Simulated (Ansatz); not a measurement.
Born–Oppenheimer molecular dynamics of C4H15NOSi2 (23 atoms, charge 0, multiplicity 1). It starts from a relaxed structure.

The calculation used Ansatz 0.2.0, RKS PBE0/STO-3G.

```
ensemble        : NVT, Nosé–Hoover chain
time step       : 1 fs
steps asked     : 76
set temperature : 700 K
thermostat      : time constant 100 fs, chain length 1
seed            : 609715
```

First frame:

```xyz
23
Properties=species:S:1:pos:R:3
Si -0.043 -0.093 -0.149
O 0.248 -0.285 1.504
Si -1.063 -0.344 2.570
H -2.007 -1.393 2.237
H -0.520 -0.605 3.883
H -1.799 0.905 2.607
N 1.524 0.028 -0.952
C 2.373 -1.190 -0.913
H 1.782 -2.066 -1.221
H 3.211 -1.080 -1.621
H 2.809 -1.404 0.084
C 2.338 1.223 -0.615
H 3.177 1.313 -1.325
H 1.721 2.131 -0.702
H 2.771 1.200 0.406
C -1.001 1.477 -0.510
H -2.066 1.353 -0.289
H -0.638 2.325 0.077
H -0.912 1.740 -1.568
C -0.946 -1.572 -0.861
H -2.015 -1.532 -0.633
H -0.841 -1.593 -1.950
H -0.559 -2.517 -0.469
```

(1) How far do the bonds stretch over the last three quarters of this one trajectory? (Pairs bonded in most of those frames.)

## Answers

(1) 
```json
{"bond": "Si1–O2", "mean (Å)": "1.692", "spread (Å)": "0.020", "shortest": "1.64", "longest": "1.71"}
{"bond": "Si1–N7", "mean (Å)": "1.792", "spread (Å)": "0.046", "shortest": "1.73", "longest": "1.87"}
{"bond": "Si1–C16", "mean (Å)": "1.875", "spread (Å)": "0.044", "shortest": "1.83", "longest": "1.96"}
{"bond": "Si1–C20", "mean (Å)": "1.878", "spread (Å)": "0.014", "shortest": "1.84", "longest": "1.91"}
{"bond": "O2–Si3", "mean (Å)": "1.688", "spread (Å)": "0.026", "shortest": "1.64", "longest": "1.73"}
{"bond": "Si3–H4", "mean (Å)": "1.450", "spread (Å)": "0.011", "shortest": "1.43", "longest": "1.47"}
{"bond": "Si3–H5", "mean (Å)": "1.445", "spread (Å)": "0.031", "shortest": "1.40", "longest": "1.49"}
{"bond": "Si3–H6", "mean (Å)": "1.450", "spread (Å)": "0.032", "shortest": "1.41", "longest": "1.50"}
{"bond": "N7–C8", "mean (Å)": "1.508", "spread (Å)": "0.051", "shortest": "1.43", "longest": "1.58"}
{"bond": "N7–C12", "mean (Å)": "1.509", "spread (Å)": "0.040", "shortest": "1.46", "longest": "1.57"}
{"bond": "C8–H9", "mean (Å)": "1.106", "spread (Å)": "0.029", "shortest": "1.06", "longest": "1.16"}
{"bond": "C8–H10", "mean (Å)": "1.106", "spread (Å)": "0.020", "shortest": "1.07", "longest": "1.14"}
{"bond": "C8–H11", "mean (Å)": "1.111", "spread (Å)": "0.029", "shortest": "1.06", "longest": "1.16"}
{"bond": "C12–H13", "mean (Å)": "1.110", "spread (Å)": "0.041", "shortest": "1.05", "longest": "1.17"}
{"bond": "C12–H14", "mean (Å)": "1.105", "spread (Å)": "0.025", "shortest": "1.06", "longest": "1.14"}
{"bond": "C12–H15", "mean (Å)": "1.116", "spread (Å)": "0.037", "shortest": "1.06", "longest": "1.17"}
{"bond": "C16–H17", "mean (Å)": "1.099", "spread (Å)": "0.042", "shortest": "1.03", "longest": "1.17"}
{"bond": "C16–H18", "mean (Å)": "1.099", "spread (Å)": "0.023", "shortest": "1.05", "longest": "1.14"}
{"bond": "C16–H19", "mean (Å)": "1.095", "spread (Å)": "0.016", "shortest": "1.06", "longest": "1.13"}
{"bond": "C20–H21", "mean (Å)": "1.096", "spread (Å)": "0.010", "shortest": "1.07", "longest": "1.11"}
{"bond": "C20–H22", "mean (Å)": "1.095", "spread (Å)": "0.004", "shortest": "1.09", "longest": "1.10"}
{"bond": "C20–H23", "mean (Å)": "1.095", "spread (Å)": "0.014", "shortest": "1.07", "longest": "1.12"}
```

Mean temperature of the second half: 369 K. The conserved energy stayed within 2.1 meV per atom of its start (net change 1.3 meV per atom), so there is no drift, though single steps change it by up to 24 meV in the whole system, a sign of fast motions only just resolved. The mean temperature of the second half is 47 % below the set value. A run of 0.076 ps of so small a system gives no equilibrium averages. Limits of this set-up: minimal basis.

Time of the run: 12 min on 1 thread of Intel(R) Xeon(R) Platinum 8259CL CPU @ 2.50GHz (Skylake/Cascade Lake), with other jobs on the host, peak memory 0.21 GiB.
